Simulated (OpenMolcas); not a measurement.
# Ir5+: moving or changing the point charges

Ir5+ among 4 point charges of -2 e arranged as a tetrahedron (Td), 2.22 Å from the ion.
```
   1.2817    1.2817    1.2817  -2.00
   1.2817   -1.2817   -1.2817  -2.00
  -1.2817    1.2817   -1.2817  -2.00
  -1.2817   -1.2817    1.2817  -2.00
```

| Property | Result |
| --- | --- |
| Program | OpenMolcas 26.06 |
| Method | CASSCF |
| Basis | ANO-RCC-VDZP [7s6p4d2f] |
| Scalar Hamiltonian | DKH2, point nucleus |
| Active space | 4 electrons in 5 orbitals (5d) |
| State averaging | 2S+1 = 5 even, 5 roots; 2S+1 = 3 even, 45 roots; 2S+1 = 1 even, 50 roots |
| Spin-orbit coupling | state interaction with AMFI integrals over the reference wave functions |

Runs around this geometry, states (labels of Td). Energies in cm-1 above the lowest state or level, χT in cm3 K/mol; under a threefold ground state the first gap can be a small split of the lowest multiplet, not the spin-orbit step; 10Dq and B are least-squares fits to the states below 45000 cm-1, weighted by degeneracy, with a free offset, and given where the rms deviation is under 5 % of |10Dq| (or 100 cm-1) and under 700 cm-1; 10Dq is negative for this site.

```csv
R (Å),q (e),Ground state,First state of that spin,10Dq,B (rms of fit),First gap with spin-orbit (degeneracies),χT at 300 K,First state of another spin
2.04,-1.3,5T2,5E 1927,-1996,936 (23),"5465 (1, 3)",0.045,3T1 18640
1.85,-2,5T2,5E 4286,-4427,926 (67),"5401 (1, 3)",0.049,3T1 16751
2.22,-2,5T2,5E 1903,-1970,936 (24),"5461 (1, 3)",0.045,3T1 18657
```

Taking |10Dq| as R^-n, n = -ln(1970 / 4427) / ln(2.22 / 1.85) = 4.4 between the shortest and longest distance. The point-charge formula for a cubic d site gives n = 5.

Without dynamic correlation the repulsion within the d shell is too large (B by tens of per cent), so at a given field states of lower spin stand too high. Point charges give a weaker field than real ligands, and real ions of this kind are as a rule low spin; the high spin found here belongs to the model. The ground term spreads over less than 5000 cm-1, several times less than with real ligands, so orbital moments are less quenched and χT lies further from the spin-only value than at real sites. Spin-orbit coupling mixes the spin-free states strongly: the lowest level takes only 43 % from its leading state, 5T2 (figures for R = 2.04, q = -1.3; the like holds for R = 1.85, q = -2, R = 2.22, q = -2). Point charges carry no covalency, so the field is a model and not that of real ligands. No measured value stands beside these numbers.
